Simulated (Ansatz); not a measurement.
A set of 12 reactions (stannylene extrusion), with CCSD(T)/CBS values in kJ/mol:

```tsv
reaction	ΔE
`[CH3][Sn]([F])([F])[SH]` → `CF` + `[F][Sn][SH]`	124.1
`[OH][Sn]([F])([F])[F]` → F₂ + `[OH][Sn][F]`	593.9
`[NH2][SnH]([OH])[F]` → NH₃ + `[OH][Sn][F]`	-36.5
`[NH2][SnH]([F])[O][SiH3]` → H–F + `[NH2][Sn][O][SiH3]`	22.9
`[CH3][Sn]([F])([F])[SH]` → `[F][Sn][F]` + CH₃SH	71.8
`[NH2][SnH]([F])[O][SiH3]` → NH₃ + `[F][Sn][O][SiH3]`	-45.1
`[CH3][SnH]([NH2])[F]` → CH₄ + `[NH2][Sn][F]`	-58.2
`[NH2][SnH]([OH])[F]` → `[NH2][Sn][F]` + H₂O	-15.2
`[CH3][SnH]([NH2])[F]` → H–F + `[CH3][Sn][NH2]`	80.9
`[NH2][SnH]([F])[O][SiH3]` → `[NH2][Sn][F]` + `O[SiH3]`	6.6
`C[O][SnH]([F])[Cl]` → `[F][Sn][Cl]` + CH₃OH	-16.8
`[F][Sn]([F])([F])[F]` → F₂ + `[F][Sn][F]`	565.5
```

Program: Ansatz. Geometries: PBE0-D4/def2-TZVP. ΔE: electronic, gas phase. CCSD(T)/CBS is the MP2 limit (def2-TZVPP, def2-QZVPP) plus CCSD(T) − MP2 in def2-TZVPP, frozen cores. This one scheme is used for every species. DFT in def2-TZVPP. Elements past krypton have def2 core potentials. For Sn outer-core shells are correlated without core-valence functions, which leaves a few kJ/mol of doubt a bond. Each species was taken in one conformer, which may not be the lowest.

**Question.** Give the mean, mean absolute and largest difference (level minus CCSD(T)/CBS, kJ/mol) for: PBE-D4, r2SCAN-D4, PBE0-D4, ωB97M-V, B2PLYP, r2SCAN, PBE0, HF/def2-TZVPP, SCS-MP2/def2-TZVPP, CCSD(T)/def2-TZVPP, HF/def2-QZVPP, HF/CBS(def2), MP2/CBS(def2), CCSD/CBS(def2). (Estimate.)

**Answer.** Computed: 
```json
{"level": "PBE-D4", "mean": "-28.3", "mean absolute": "28.3", "largest": "-64.2"}
{"level": "r2SCAN-D4", "mean": "-6.1", "mean absolute": "7.5", "largest": "-19.1"}
{"level": "PBE0-D4", "mean": "-9.7", "mean absolute": "9.7", "largest": "-27.8"}
{"level": "ωB97M-V", "mean": "-7.7", "mean absolute": "8.4", "largest": "-22.6"}
{"level": "B2PLYP", "mean": "-21.9", "mean absolute": "21.9", "largest": "-28.3"}
{"level": "r2SCAN", "mean": "-7.8", "mean absolute": "8.9", "largest": "-20.2"}
{"level": "PBE0", "mean": "-15.2", "mean absolute": "15.2", "largest": "-31.4"}
{"level": "HF/def2-TZVPP", "mean": "1.8", "mean absolute": "13.5", "largest": "36.9"}
{"level": "SCS-MP2/def2-TZVPP", "mean": "-7.2", "mean absolute": "7.2", "largest": "-11.7"}
{"level": "CCSD(T)/def2-TZVPP", "mean": "-1.5", "mean absolute": "5.2", "largest": "-16.1"}
{"level": "HF/def2-QZVPP", "mean": "4.2", "mean absolute": "15.3", "largest": "46.5"}
{"level": "HF/CBS(def2)", "mean": "4.6", "mean absolute": "15.5", "largest": "47.8"}
{"level": "MP2/CBS(def2)", "mean": "0.6", "mean absolute": "8.6", "largest": "25.4"}
{"level": "CCSD/CBS(def2)", "mean": "-1.2", "mean absolute": "3.1", "largest": "6.1"}
```

The largest T1 diagnostic in the set is 0.018, for `[OH][Sn][F]` (customary mark 0.02).

CCSD(T)/CBS is a level of theory with its own doubt, and the functionals carry their triple-zeta basis error, so these figures describe this set and don't rank the functionals.
